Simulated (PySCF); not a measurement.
`C[C@H]1CS[Si@@](C)(F)S1`, C4H9FS2Si

Cartesian coordinates in Å; atom numbers follow the order of the lines, from 1:
```xyz
17

C    -2.6271    0.6426   -0.1078
C    -1.2425    0.1212    0.2347
C    -0.9653   -1.2060   -0.4428
S     0.6787   -1.8608    0.0056
Si    1.6812    0.0206   -0.2242
C     2.9868    0.3446    1.0946
F     2.4128    0.0810   -1.6666
S     0.0179    1.3645   -0.2953
H    -2.7244    0.7737   -1.1827
H    -2.7925    1.6026    0.3736
H    -3.3849   -0.0591    0.2340
H    -1.1339    0.0164    1.3175
H    -1.0095   -1.1070   -1.5283
H    -1.6881   -1.9553   -0.1203
H     3.7708   -0.4028    1.0320
H     3.4388    1.3190    0.9413
H     2.5741    0.3166    2.0979
```

The calculation used TDDFT wB97X-D/def2-SVPD circular dichroism and optical rotation, one conformer, gas phase in PySCF. Geometry: GFN2-xTB.

Stereocentres: C2 S, Si5 R.

Q: Give the optical rotatory dispersion at 633, 589.3, 546, 436, 405, 365, 355 nm.

A: [α] in deg dm⁻¹ (g/mL)⁻¹:
```csv
λ (nm),origin-invariant length gauge,modified velocity gauge,length gauge (centre of mass),isotropic polarisability (au)
633,-10.7,+11.4,-11.2,111.2
589.3,-12.3,+13.3,-13.0,111.7
546,-14.5,+15.8,-15.2,112.2
436,-23.4,+26.4,-24.6,114.5
405,-27.5,+31.2,-29.0,115.5
365,-35.0,+39.6,-36.9,117.3
355,-37.4,+42.2,-39.4,117.9
```

Where the gauges differ in sign the basis doesn't settle the rotation.

The first excitation lies at 5.42 eV (229 nm) with R = +2.2 × 10⁻⁴⁰ esu² cm² (velocity form).
